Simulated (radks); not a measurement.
Problem. The thulium ion Tm+ is in [Xe] 4f13 6s1. Method: scalar-relativistic Kohn-Sham, PBE, spin-polarised, spherical densities, finite nucleus; Fermi nuclear charge, rms radius of each element as measured or else 0.836 A^(1/3) + 0.57 fm; computed with a radial shooting solver on a logarithmic mesh with Libxc functionals. Open shells are filled with parallel spins first. One electron is removed from 4f, 6s, 5p, 5s in turn, with full relaxation. Which removal costs least, and what does each cost?

Solution. 6s 12.306 eV; 4f 17.253 eV; 5p 39.326 eV; 5s 66.400 eV. The 6s electron leaves first.
